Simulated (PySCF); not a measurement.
Cd(OMe)(SeH) (CH₄CdOSe), SMILES [SeH][Cd][O]C.

The structure is a stationary point at B3LYP-D3(BJ)/def2-SVP. The def2 effective core potentials stand for the cores of Cd; spin–orbit coupling is left out. The values are those of a single conformer.

All values below come from PySCF with B3LYP-D3(BJ)/def2-SVP.

Frequencies are harmonic and unscaled.

Computed harmonic wavenumbers and intensities:
```json
[
 {"mode": "1", "ν (cm⁻¹)": "65", "IR (km/mol)": "2.5", "Raman (Å⁴/amu)": "0.8", "depolarisation": "0.54", "moving atoms (share of kinetic energy)": "Cd 37 %, C 29 %, Se 17 %, H 13 %"},
 {"mode": "2", "ν (cm⁻¹)": "74", "IR (km/mol)": "5.0", "Raman (Å⁴/amu)": "0.3", "depolarisation": "0.71", "moving atoms (share of kinetic energy)": "H 38 %, Cd 28 %, O 19 %, Se 10 %"},
 {"mode": "3", "ν (cm⁻¹)": "77", "IR (km/mol)": "3.8", "Raman (Å⁴/amu)": "2.2", "depolarisation": "0.75", "moving atoms (share of kinetic energy)": "H 92 %"},
 {"mode": "4", "ν (cm⁻¹)": "138", "IR (km/mol)": "10.4", "Raman (Å⁴/amu)": "0.1", "depolarisation": "0.73", "moving atoms (share of kinetic energy)": "H 54 %, O 37 %"},
 {"mode": "5", "ν (cm⁻¹)": "204", "IR (km/mol)": "5.7", "Raman (Å⁴/amu)": "11.9", "depolarisation": "0.26", "moving atoms (share of kinetic energy)": "C 31 %, O 25 %, Se 22 %, H 15 %"},
 {"mode": "6", "ν (cm⁻¹)": "242", "IR (km/mol)": "5.3", "Raman (Å⁴/amu)": "10.9", "depolarisation": "0.26", "moving atoms (share of kinetic energy)": "Se 42 %, Cd 31 %, O 18 %"},
 {"mode": "7", "ν (cm⁻¹)": "523", "IR (km/mol)": "47.7", "Raman (Å⁴/amu)": "33.4", "depolarisation": "0.27", "moving atoms (share of kinetic energy)": "O 64 %, Cd 19 %, C 10 %"},
 {"mode": "8", "ν (cm⁻¹)": "590", "IR (km/mol)": "0.1", "Raman (Å⁴/amu)": "3.0", "depolarisation": "0.62", "moving atoms (share of kinetic energy)": "H 97 %"},
 {"mode": "9", "ν (cm⁻¹)": "1120", "IR (km/mol)": "260.9", "Raman (Å⁴/amu)": "26.6", "depolarisation": "0.41", "moving atoms (share of kinetic energy)": "O 50 %, C 44 %"},
 {"mode": "10", "ν (cm⁻¹)": "1169", "IR (km/mol)": "0.1", "Raman (Å⁴/amu)": "2.9", "depolarisation": "0.75", "moving atoms (share of kinetic energy)": "H 77 %, C 18 %"},
 {"mode": "11", "ν (cm⁻¹)": "1184", "IR (km/mol)": "0.9", "Raman (Å⁴/amu)": "20.1", "depolarisation": "0.13", "moving atoms (share of kinetic energy)": "H 73 %, C 19 %"},
 {"mode": "12", "ν (cm⁻¹)": "1469", "IR (km/mol)": "0.7", "Raman (Å⁴/amu)": "30.2", "depolarisation": "0.75", "moving atoms (share of kinetic energy)": "H 96 %"},
 {"mode": "13", "ν (cm⁻¹)": "1470", "IR (km/mol)": "12.2", "Raman (Å⁴/amu)": "25.8", "depolarisation": "0.65", "moving atoms (share of kinetic energy)": "H 94 %"},
 {"mode": "14", "ν (cm⁻¹)": "1481", "IR (km/mol)": "82.4", "Raman (Å⁴/amu)": "22.9", "depolarisation": "0.71", "moving atoms (share of kinetic energy)": "H 90 %, C 10 %"},
 {"mode": "15", "ν (cm⁻¹)": "2397", "IR (km/mol)": "14.0", "Raman (Å⁴/amu)": "158.0", "depolarisation": "0.30", "moving atoms (share of kinetic energy)": "H 99 %"},
 {"mode": "16", "ν (cm⁻¹)": "2934", "IR (km/mol)": "176.8", "Raman (Å⁴/amu)": "180.0", "depolarisation": "0.04", "moving atoms (share of kinetic energy)": "H 97 %"},
 {"mode": "17", "ν (cm⁻¹)": "2983", "IR (km/mol)": "79.5", "Raman (Å⁴/amu)": "110.1", "depolarisation": "0.75", "moving atoms (share of kinetic energy)": "H 90 %, C 10 %"},
 {"mode": "18", "ν (cm⁻¹)": "3025", "IR (km/mol)": "55.5", "Raman (Å⁴/amu)": "345.1", "depolarisation": "0.46", "moving atoms (share of kinetic energy)": "H 91 %, C 9 %"}
]
```
